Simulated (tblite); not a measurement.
C₆H₁₃BOS.
Numbering: `[CH3:1][S:2][C@@H:3]1[CH2:4][BH:5][CH2:6][O:7][CH2:8][CH2:9]1` (hydrogens: H10, H11, H12 on C1; H13 on C3; H14, H15 on C4; H16 on B5; H17, H18 on C6; H19, H20 on C8; H21, H22 on C9)

Computed with GFN2-xTB (tblite), gas phase: L-BFGS steps from a force-field or distance-geometry start until the largest atomic force falls under 0.01 eV/Å.

Step 73: E = -761.9105 eV
```
atom  x, y, z in Å  |  force x, y, z in eV/Å
C1      3.0132   -0.2977    0.8199   -0.003   0.014  -0.070
S2      2.4952   -0.2256   -0.9216    0.008  -0.045   0.008
C3      0.6688   -0.0066   -0.7970   -0.039  -0.011   0.012
C4      0.3237    1.2586   -0.0174    0.003  -0.004   0.021
B5     -1.1908    1.6635    0.1172    0.010   0.049   0.005
C6     -2.4290    0.6997    0.2241   -0.048   0.048  -0.032
O7     -2.2944   -0.7055    0.3766   -0.005  -0.005   0.024
C8     -1.5004   -1.3439   -0.5868    0.018  -0.004   0.028
C9      0.0039   -1.2772   -0.2816    0.001  -0.015  -0.001
H10     3.0096    0.7026    1.2444   -0.006  -0.035   0.037
H11     4.0241   -0.6914    0.8094    0.012   0.021   0.024
H12     2.3654   -0.9683    1.3740   -0.009   0.007  -0.001
H13     0.4051    0.1317   -1.8505   -0.030   0.002   0.004
H14     0.9192    2.0780   -0.4305   -0.015  -0.015   0.016
H15     0.6667    1.1360    1.0191    0.012  -0.030  -0.014
H16    -1.4600    2.8026    0.1906    0.027   0.015  -0.015
H17    -3.0540    0.8975   -0.6700   -0.012   0.006  -0.002
H18    -3.0532    0.9985    1.0736   -0.019  -0.023   0.004
H19    -1.8226   -2.3900   -0.5595    0.027   0.007  -0.017
H20    -1.7054   -0.9381   -1.5894    0.014  -0.031   0.013
H21     0.1198   -1.3653    0.8017    0.028   0.030  -0.029
H22     0.4848   -2.1398   -0.7478    0.027   0.021  -0.014
```

Step 74: E = -761.9115 eV
```
atom  x, y, z in Å  |  force x, y, z in eV/Å
C1      3.0105   -0.3030    0.8219   -0.001   0.018  -0.092
S2      2.4956   -0.2212   -0.9203    0.008  -0.041   0.000
C3      0.6688   -0.0032   -0.7983   -0.055  -0.017   0.016
C4      0.3226    1.2612   -0.0179   -0.013   0.001   0.015
B5     -1.1915    1.6681    0.1163    0.002   0.035   0.003
C6     -2.4279    0.7029    0.2257   -0.033   0.006  -0.038
O7     -2.2875   -0.7016    0.3861   -0.001  -0.024  -0.010
C8     -1.4994   -1.3443   -0.5804    0.030   0.003   0.019
C9      0.0069   -1.2763   -0.2850    0.002  -0.015   0.005
H10     3.0002    0.6940    1.2534   -0.001  -0.023   0.040
H11     4.0235   -0.6913    0.8093    0.008   0.021   0.030
H12     2.3645   -0.9799    1.3692   -0.014  -0.009   0.010
H13     0.4042    0.1343   -1.8517   -0.021   0.008   0.005
H14     0.9163    2.0809   -0.4321    0.003  -0.009   0.021
H15     0.6653    1.1373    1.0181    0.017  -0.024  -0.009
H16    -1.4651    2.8062    0.1825    0.040   0.026  -0.012
H17    -3.0479    0.8943   -0.6733   -0.022   0.000   0.000
H18    -3.0578    1.0004    1.0707   -0.022  -0.006   0.009
H19    -1.8191   -2.3914   -0.5502    0.018   0.025   0.001
H20    -1.7088   -0.9431   -1.5840    0.004  -0.021   0.021
H21     0.1289   -1.3699    0.7970    0.031   0.032  -0.021
H22     0.4873   -2.1351   -0.7585    0.018   0.014  -0.012
```

Step 75: E = -761.9126 eV
```
atom  x, y, z in Å  |  force x, y, z in eV/Å
C1      3.0071   -0.3066    0.8221    0.001   0.013  -0.075
S2      2.4951   -0.2174   -0.9200   -0.004  -0.032  -0.011
C3      0.6672   -0.0004   -0.7990   -0.049  -0.014   0.011
C4      0.3226    1.2631   -0.0164   -0.026   0.006   0.006
B5     -1.1912    1.6732    0.1170   -0.016   0.015  -0.001
C6     -2.4268    0.7061    0.2265   -0.009  -0.029  -0.032
O7     -2.2817   -0.6982    0.3942    0.003  -0.027  -0.032
C8     -1.4987   -1.3456   -0.5740    0.037   0.009   0.004
C9      0.0091   -1.2761   -0.2884    0.004  -0.009   0.010
H10     2.9902    0.6862    1.2621    0.005  -0.006   0.030
H11     4.0225   -0.6891    0.8094    0.002   0.020   0.029
H12     2.3633   -0.9893    1.3648   -0.011  -0.022   0.007
H13     0.4005    0.1382   -1.8516   -0.011   0.012   0.001
H14     0.9153    2.0822   -0.4321    0.015  -0.005   0.028
H15     0.6669    1.1365    1.0184    0.016  -0.016  -0.003
H16    -1.4678    2.8110    0.1737    0.051   0.024  -0.006
H17    -3.0400    0.8914   -0.6777   -0.034  -0.003  -0.003
H18    -3.0635    1.0026    1.0669   -0.016   0.004   0.002
H19    -1.8155   -2.3937   -0.5410    0.006   0.036   0.023
H20    -1.7127   -0.9500   -1.5787   -0.003  -0.006   0.020
H21     0.1380   -1.3740    0.7918    0.033   0.024  -0.001
H22     0.4897   -2.1307   -0.7697    0.007   0.007  -0.008
```

Step 76: E = -761.9134 eV
```
atom  x, y, z in Å  |  force x, y, z in eV/Å
C1      3.0052   -0.3062    0.8193    0.003   0.002  -0.027
S2      2.4936   -0.2161   -0.9213   -0.026  -0.022  -0.028
C3      0.6644    0.0000   -0.7983   -0.025  -0.001   0.000
C4      0.3230    1.2625   -0.0119   -0.031   0.002   0.000
B5     -1.1900    1.6771    0.1193   -0.028  -0.019  -0.007
C6     -2.4260    0.7085    0.2250   -0.002  -0.048  -0.021
O7     -2.2779   -0.6957    0.4002    0.009  -0.011  -0.048
C8     -1.4986   -1.3468   -0.5690    0.027   0.013  -0.006
C9      0.0098   -1.2779   -0.2903    0.011   0.005   0.012
H10     2.9837    0.6837    1.2656    0.007   0.012   0.014
H11     4.0224   -0.6839    0.8082   -0.001   0.015   0.021
H12     2.3640   -0.9917    1.3620   -0.006  -0.033  -0.003
H13     0.3949    0.1414   -1.8498   -0.003   0.012  -0.002
H14     0.9174    2.0804   -0.4274    0.022   0.003   0.029
H15     0.6693    1.1315    1.0213    0.009  -0.011   0.004
H16    -1.4663    2.8149    0.1696    0.051   0.029  -0.001
H17    -3.0322    0.8876   -0.6853   -0.033  -0.002   0.003
H18    -3.0703    1.0058    1.0596   -0.007   0.005  -0.008
H19    -1.8149   -2.3948   -0.5356   -0.004   0.030   0.041
H20    -1.7160   -0.9537   -1.5738   -0.005   0.004   0.012
H21     0.1440   -1.3780    0.7884    0.033   0.012   0.017
H22     0.4901   -2.1292   -0.7774   -0.001   0.003  -0.003
```

**Question.** Estimate the geometry and energy of step 77. (The exact step hangs on the optimiser's Hessian estimate; all steps are aligned on step 76, rigid shifts and turns removed.)

**Answer.** E = -761.9140 eV, largest force 0.051 eV/Å
```
atom  x, y, z in Å  |  force x, y, z in eV/Å
C1      3.0038   -0.3047    0.8163    0.000  -0.007   0.020
S2      2.4918   -0.2160   -0.9235   -0.036  -0.013  -0.027
C3      0.6617   -0.0002   -0.7974    0.000   0.013  -0.007
C4      0.3235    1.2614   -0.0078   -0.021   0.000  -0.003
B5     -1.1891    1.6792    0.1217   -0.028  -0.026  -0.012
C6     -2.4257    0.7093    0.2233    0.008  -0.034  -0.008
O7     -2.2762   -0.6946    0.4022    0.005   0.003  -0.032
C8     -1.4985   -1.3477   -0.5663    0.016   0.010  -0.012
C9      0.0101   -1.2796   -0.2910    0.012   0.015   0.010
H10     2.9799    0.6836    1.2668    0.004   0.017  -0.007
H11     4.0224   -0.6789    0.8076   -0.004   0.010   0.010
H12     2.3644   -0.9918    1.3603    0.005  -0.030  -0.019
H13     0.3901    0.1439   -1.8479   -0.001   0.010  -0.005
H14     0.9203    2.0783   -0.4225    0.013  -0.001   0.033
H15     0.6721    1.1265    1.0241   -0.004  -0.006   0.004
H16    -1.4631    2.8183    0.1674    0.046   0.010   0.004
H17    -3.0266    0.8853   -0.6908   -0.037  -0.001  -0.001
H18    -3.0754    1.0081    1.0537    0.002  -0.002  -0.018
H19    -1.8153   -2.3952   -0.5318   -0.008   0.018   0.047
H20    -1.7182   -0.9563   -1.5708    0.000   0.008  -0.003
H21     0.1476   -1.3805    0.7869    0.031   0.001   0.024
H22     0.4901   -2.1290   -0.7820   -0.006   0.003   0.004
```

The energy changes by -0.0006 eV. The first-order estimate −F·Δx gives -0.0008 eV and the mean of the old and new forces, exact on a quadratic surface, -0.0006 eV. The step makes an angle of 76° with the force vector and moves no atom by more than 0.008 Å.

The cost below is that of the whole relaxation. On one thread of an Intel Xeon at 2.50 GHz, no GPU, shared host, this took 3.9 s of wall time.
